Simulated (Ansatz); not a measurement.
Total energies of the cluster Cd3Te3 from Ansatz at PBE-D4/def2-TZVPD, gas phase (1 Eh = 27.2114 eV = 2625.5 kJ/mol). The reference geometry is relaxed at PBE-D4/def2-SVP.

```xyz
6

Cd    0.334    1.798   -0.517
Cd   -1.419   -0.663    0.204
Cd    0.683   -2.243   -1.407
Te   -2.183    1.437   -1.402
Te    0.300   -0.707    2.375
Te    2.286    0.378    0.748
```

```tsv
state	geometry	energy (Eh)
charge 0 singlet	reference	-1307.59734
charge -1 doublet	reference	-1307.65771
charge -1 doublet	relaxed at PBE-D4/def2-SVPD	-1307.66908
free Cd atom (singlet)	–	-167.78889
free Te atom (triplet)	–	-267.97324
```

In the def2 sets Cd, Te take a core potential; there is no spin–orbit coupling.

Problem. Work out the vertical electron affinity, to the doublet.

Solution. E(charge 0 singlet) − E(charge -1 doublet) = -1307.59734 − (-1307.65771) = 0.06037 Eh = 1.64 eV.

Problem. How much does the charge -1 doublet relax, and what is the adiabatic electron affinity?

Solution. Relaxation: -1307.65771 − (-1307.66908) = 0.01137 Eh = 0.31 eV. Adiabatic electron affinity: 0.07174 Eh = 1.95 eV, without zero-point energy. Bonds change on the way (1 lost, 0 formed), so the relaxed form is another species. 

Problem. What is the binding energy per atom against free atoms?

Solution. Atoms: 3 × (-167.78889) + 3 × (-267.97324) = -1307.28639 Eh. Binding: -1307.28639 − (-1307.59734) = 0.31095 Eh = 8.46 eV, or 1.41 eV for each of 6 atoms (no zero-point energy, no counterpoise term).

At PBE-D4/def2-TZVPD the highest occupied level of the charge -1 doublet lies above zero (up to 0.12 eV). By energy differences its removal costs 1.64 eV (vertical, to the charge 0 singlet, at PBE-D4/def2-TZVPD); a positive level beside a positive removal energy at the same level points to self-interaction error. 

The structure comes from a short search, and lower isomers may exist.
